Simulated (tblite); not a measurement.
Parent: `[N:1]#[C:2][CH2:3][SiH:4]([SiH3:5])[SiH3:6]` with C2–C3–Si4–Si5 -65°, C2H9NSi3.

Computed geometry: GFN2-xTB, gas phase. One conformer each, not checked by frequencies here.

```
coordinate of the parent    value
                   N1≡C2  1.146 Å
                   C2–C3  1.423 Å
                  C3–Si4  1.945 Å
                 Si4–Si5  2.327 Å
                 Si4–Si6  2.327 Å
                N1–C2–C3   177.4°
               C2–C3–Si4   110.1°
              C3–Si4–Si5   107.3°
              C3–Si4–Si6   107.4°
             Si5–Si4–Si6   119.4°
```

**Question.** How does the shared frame change in `[N:1]#[C:2][CH2:3][Si@@H:4]([SiH3:5])[SiH2:6][Cl:7]` with C2–C3–Si4–Si5 56°, C3–Si4–Si6–Cl7 -175°, C2H8ClNSi3? Atoms pair as N1 = N1, C2 = C2, C3 = C3, Si4 = Si4, Si5 = Si5, Si6 = Si6 (parent first).

**Answer.** 
```csv
parent,relative,value in the relative,change
N1≡C2,N1≡C2,1.145 Å,-0.001
C2–C3,C2–C3,1.424 Å,+0.001
C3–Si4,C3–Si4,1.940 Å,-0.005
Si4–Si5,Si4–Si5,2.336 Å,+0.009
Si4–Si6,Si4–Si6,2.330 Å,+0.003
N1–C2–C3,N1–C2–C3,177.6°,+0.2
C2–C3–Si4,C2–C3–Si4,109.4°,-0.7
C3–Si4–Si5,C3–Si4–Si5,109.0°,+1.7
C3–Si4–Si6,C3–Si4–Si6,104.4°,-3.0
Si5–Si4–Si6,Si5–Si4–Si6,119.1°,-0.3
```

Of the parent's bonds, Si4–Si5 changes most (+0.009 Å). Bonds of the relative outside the shared frame: Si6–Cl7 2.029 Å. Point group Cs → C1.

**Question.** How does the shared frame change in `[N:1]#[C:2][CH2:3][Si@H:4]([SiH3:5])[SiH2:6][CH:7]1[CH2:8][CH2:9]1` with C2–C3–Si4–Si5 64°, C3–Si4–Si6–C7 74°, Si4–Si6–C7–C8 148°, C5H13NSi3? Atoms pair as N1 = N1, C2 = C2, C3 = C3, Si4 = Si4, Si5 = Si5, Si6 = Si6 (parent first).

**Answer.** 
| parent | relative | value in the relative | change |
| --- | --- | --- | --- |
| N1≡C2 | N1≡C2 | 1.146 Å | 0.000 |
| C2–C3 | C2–C3 | 1.422 Å | -0.001 |
| C3–Si4 | C3–Si4 | 1.946 Å | +0.001 |
| Si4–Si5 | Si4–Si5 | 2.328 Å | +0.001 |
| Si4–Si6 | Si4–Si6 | 2.329 Å | +0.002 |
| N1–C2–C3 | N1–C2–C3 | 177.3° | -0.1 |
| C2–C3–Si4 | C2–C3–Si4 | 110.1° | 0.0 |
| C3–Si4–Si5 | C3–Si4–Si5 | 107.0° | -0.3 |
| C3–Si4–Si6 | C3–Si4–Si6 | 106.9° | -0.5 |
| Si5–Si4–Si6 | Si5–Si4–Si6 | 119.3° | -0.1 |

No shared bond changes by more than 0.004 Å. Bonds of the relative outside the shared frame: Si6–C7 1.882, C7–C8 1.501, C8–C9 1.492, C7–C9 1.503 Å. Point group Cs → C1.

**Question.** How does the shared frame change in `[N:1]#[C:2][CH2:3][Si@H:4]([SiH3:5])[SiH2:6][O:7][SiH3:8]` with C2–C3–Si4–Si5 65°, C3–Si4–Si6–O7 171°, Si4–Si6–O7–Si8 167°, C2H11NOSi4? Atoms pair as N1 = N1, C2 = C2, C3 = C3, Si4 = Si4, Si5 = Si5, Si6 = Si6 (parent first).

**Answer.** 
```json
{"parent": "N1≡C2", "relative": "N1≡C2", "value in the relative": "1.146 Å", "change": "0.000"}
{"parent": "C2–C3", "relative": "C2–C3", "value in the relative": "1.422 Å", "change": "-0.001"}
{"parent": "C3–Si4", "relative": "C3–Si4", "value in the relative": "1.945 Å", "change": "0.000"}
{"parent": "Si4–Si5", "relative": "Si4–Si5", "value in the relative": "2.335 Å", "change": "+0.008"}
{"parent": "Si4–Si6", "relative": "Si4–Si6", "value in the relative": "2.314 Å", "change": "-0.013"}
{"parent": "N1–C2–C3", "relative": "N1–C2–C3", "value in the relative": "177.4°", "change": "0.0"}
{"parent": "C2–C3–Si4", "relative": "C2–C3–Si4", "value in the relative": "110.4°", "change": "+0.3"}
{"parent": "C3–Si4–Si5", "relative": "C3–Si4–Si5", "value in the relative": "108.2°", "change": "+0.9"}
{"parent": "C3–Si4–Si6", "relative": "C3–Si4–Si6", "value in the relative": "108.3°", "change": "+0.9"}
{"parent": "Si5–Si4–Si6", "relative": "Si5–Si4–Si6", "value in the relative": "118.3°", "change": "-1.1"}
```

Of the parent's bonds, Si4–Si6 changes most (-0.013 Å). Bonds of the relative outside the shared frame: Si6–O7 1.627, O7–Si8 1.618 Å. Point group Cs → C1.
